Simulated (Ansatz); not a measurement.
`C=C[SiH](O)[SiH2]O` and `O[SiH2][SiH](O)[SiH3]` differ in one atom or group.

Ansatz, PBE0-D4/def2-TZVP geometries, multiplicity 1. Each molecule was computed in one conformer, which needn't be the lowest.

```tsv
property	`C=C[SiH](O)[SiH2]O`
size of the dipole moment (B3LYP/def2-TZVPP) / D	1.14
LUMO energy (PBE/def2-TZVPP) / eV	-1.70
HOMO–LUMO gap (B3LYP/def2-TZVPP) / eV	6.21
HOMO–LUMO gap (PBE0/def2-TZVPP) / eV	6.60
HOMO energy (B3LYP/def2-TZVPP) / eV	-7.19
HOMO energy (ωB97M-V/def2-TZVPP) / eV	-9.47
```

Problem. Give the same properties after the change, and the shifts. (Best estimate.)

Solution. Computed: 
```
                                        property  `O[SiH2][SiH](O)[SiH3]`  shift
size of the dipole moment (B3LYP/def2-TZVPP) / D                     2.43   1.29
               LUMO energy (PBE/def2-TZVPP) / eV                    -1.88  -0.18
           HOMO–LUMO gap (B3LYP/def2-TZVPP) / eV                     6.21   0.00
            HOMO–LUMO gap (PBE0/def2-TZVPP) / eV                     6.59  -0.01
             HOMO energy (B3LYP/def2-TZVPP) / eV                    -7.44  -0.25
           HOMO energy (ωB97M-V/def2-TZVPP) / eV                    -9.61  -0.14
```

Dipoles are sizes alone; their direction can turn.

B3LYP here is the variant with VWN-RPA as its local correlation; programs differ in this.
